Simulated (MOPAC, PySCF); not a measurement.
[Au(H2O)(F)], neutral singlet in the gas phase. 

Cartesian coordinates (Å):
```xyz
5

Au     0.0149     0.0148     0.0044
O      0.7698     1.9145     0.6035
H      0.6135     2.0338     1.5624
H      0.2495     2.6212     0.1698
F     -0.6520    -1.7056    -0.5459
```
Charge 0, multiplicity 1.

All levels are single points at this geometry (PBE-D3(BJ)/def2-SVP); Pople sets use spherical d functions. Orbital energies aren't observables, and empty levels follow the basis.

```csv
level,HOMO (eV),LUMO (eV),gap (eV),dipole (D),"vertical IE, Delta-SCF (eV)"
PBE-D3(BJ)/def2-TZVP in PySCF,-6.04,-2.59,3.45,7.40,–
TPSSh-D3(BJ)/def2-TZVP in PySCF,-6.71,-1.99,4.72,7.63,–
B3LYP/6-311+G** (LANL2DZ on Au) in PySCF,-7.63,-2.25,5.38,8.04,–
B3LYP/6-31G* (LANL2DZ on Au) in PySCF,-7.30,-1.76,5.55,7.31,10.09
BP86/6-31G* (LANL2DZ on Au) in PySCF,-6.05,-2.50,3.55,7.00,–
SVWN5/6-31G* (LANL2DZ on Au) in PySCF,-6.15,-2.70,3.45,7.06,–
HF/6-31G* (LANL2DZ on Au) in PySCF,-10.22,1.54,11.76,8.46,8.98
PM6 in MOPAC,-9.71,-3.14,6.57,7.21,–
PM7 in MOPAC,-9.70,-1.35,8.35,7.07,–
```
